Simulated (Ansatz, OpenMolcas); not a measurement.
# How basis sets differ on CH5AsSi (SMILES C1[SiH2][AsH]1)

The species is CH5AsSi (8 atoms), meant as a singlet with charge 0. As SMILES, `C1[SiH2][AsH]1`. Geometry: relaxed at PBE0-D4/def2-TZVP.

```csv
atom,x (Å),y (Å),z (Å)
C,-0.7703,0.0179,-0.5760
Si,0.7078,0.6631,0.3157
As,-0.5381,-1.1227,1.1072
H,-0.6672,-0.5240,-1.5093
H,-1.6907,0.5918,-0.5223
H,0.5813,1.9739,0.9905
H,2.0408,0.4223,-0.2771
H,0.4284,-2.0794,0.4156
```

Each level gives the HOMO–LUMO gap (eV). The values are calculated.

| level | kind | program | value (eV) | CPU time |
| --- | --- | --- | --- | --- |
| HF/ANO-R0 (sfX2C) | Hartree–Fock | OpenMolcas | 12.48 | 2.6 s |
| HF/ANO-RCC-MB (DKH2) | Hartree–Fock | OpenMolcas | 12.70 | 7.7 s |
| HF/STO-3G | Hartree–Fock | OpenMolcas | 14.48 | 3.1 s |
| HF/3-21G | Hartree–Fock | OpenMolcas | 11.88 | 3.9 s |
| HF/cc-pVDZ-DK (DKH2, RICD fitting) | Hartree–Fock | OpenMolcas | 11.99 | 3.8 s |
| HF/def2-SVP | Hartree–Fock | Ansatz | 12.18 | 7.2 s |

All-electron rows without a relativistic Hamiltonian named are non-relativistic. The values span 11.88 to 14.48 eV. A Hartree–Fock LUMO above zero doesn't converge with the basis: it sinks as sets grow more diffuse. Orbital gaps aren't excitation energies. CPU times are rough (shared hosts, several kinds of processor and program).
